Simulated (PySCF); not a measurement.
Screening by computed properties: pick the candidate that meets the target.

Each SMILES stands for a single optimised conformer of the isolated species, non-relativistic unless stated. Electronic properties by PySCF.

The conformers computed, where there is a choice (atom-mapped SMILES and torsion angles):
- `[CH3:1][C:2]([CH3:3])([CH3:4])/[CH:5]=[CH:6]\[C:7]#[N:8]`: C1–C2–C5–C6 179°
- `[CH3:1][O:2][C@@H:3]1[CH2:4][SiH2:5]1`: C1–O2–C3–C4 160°
- `[CH3:1][O:2]/[CH:3]=[C:4](\[F:5])[C:6]#[N:7]`: C1–O2–C3–C4 0°
- `[CH3:1][CH2:2][C:3]1([C:4](=[O:5])[F:6])[CH2:7][CH2:8]1`: C1–C2–C3–C4 70°, C2–C3–C4–O5 4°
- `[CH3:1][C:2]#[C:3][C@@H:4]1[CH2:5][N:6]1[CH2:7][CH3:8]`: C5–N6–C7–C8 -156°

The conformers of `N#CC1CCCCC1` aren't listed.

Question: Wanted: HOMO energy below -7.7 eV (PBE0/def2-SVPD) and lowest singlet excitation above 7 eV (TDDFT PBE0/def2-SVPD), at GFN2-xTB geometries. Which candidate meets both?
A. `CO/C=C(\F)C#N`
B. `N#CC1CCCCC1`
C. `CO[C@@H]1C[SiH2]1`
D. `C[C@@H]1C=C(F)[C@@H](C)O1`
E. `CC(C)(C)/C=C\C#N`

Answer: B. Computed values:
```
                  species  HOMO energy  lowest singlet excitation
              N#CC1CCCCC1     -8.81 eV                    7.76 eV
         CC(C)(C)/C=C\C#N     -7.95 eV                    5.96 eV
            CO/C=C(\F)C#N     -7.48 eV                    5.29 eV
C[C@@H]1C=C(F)[C@@H](C)O1     -7.00 eV                    6.22 eV
        CO[C@@H]1C[SiH2]1     -6.37 eV                    5.66 eV
```

Question: Wanted: lowest triplet excitation (Tamm–Dancoff) between 4 eV and 6 eV (TDA PBE0/def2-SVPD) and static isotropic polarisability above 76 au (PBE0/def2-SVPD), at GFN2-xTB geometries. Which candidate meets both?
A. `CC(C)(C)/C=C\C#N`
B. `N#CC1CCCCC1`
C. `CCC1(C(=O)F)CC1`
D. `CC#C[C@@H]1CN1CC`
E. `[C@H]1(C[SiH2]1)OC`

Answer: D. Computed values:
| species | lowest triplet excitation (Tamm–Dancoff) | static isotropic polarisability |
| --- | --- | --- |
| CC(C)(C)/C=C\C#N | 3.59 eV | 87.3 au |
| [C@H]1(C[SiH2]1)OC | 4.42 eV | 70.3 au |
| CC#C[C@@H]1CN1CC | 5.12 eV | 90.3 au |
| CCC1(C(=O)F)CC1 | 5.43 eV | 71.8 au |
| N#CC1CCCCC1 | 6.46 eV | 80.7 au |

Question: Wanted: dipole moment above 3 D (PBE0/def2-SVPD) and electronic spatial extent ⟨r²⟩ about the centre of nuclear charge above 1000 bohr² (PBE0/def2-SVPD), at GFN2-xTB geometries. Which candidate meets both?
A. `CCC1(C(=O)F)CC1`
B. `CO[C@@H]1C[SiH2]1`
C. `CC(C)(C)/C=C\C#N`
D. `CC#C[C@@H]1CN1CC`
E. `FC1[C@@H](C)O[C@H](C)C=1`
F. `CO/C=C(\F)C#N`

Answer: C. Computed values:
```
                 species  dipole moment  electronic spatial extent ⟨r²⟩ about the centre of nuclear charge
FC1[C@@H](C)O[C@H](C)C=1         0.82 D                                                          976 bohr²
       CO[C@@H]1C[SiH2]1         1.11 D                                                          600 bohr²
        CC#C[C@@H]1CN1CC         1.60 D                                                         1206 bohr²
         CCC1(C(=O)F)CC1         3.52 D                                                          940 bohr²
        CC(C)(C)/C=C\C#N         4.03 D                                                         1043 bohr²
           CO/C=C(\F)C#N         4.49 D                                                          831 bohr²
```
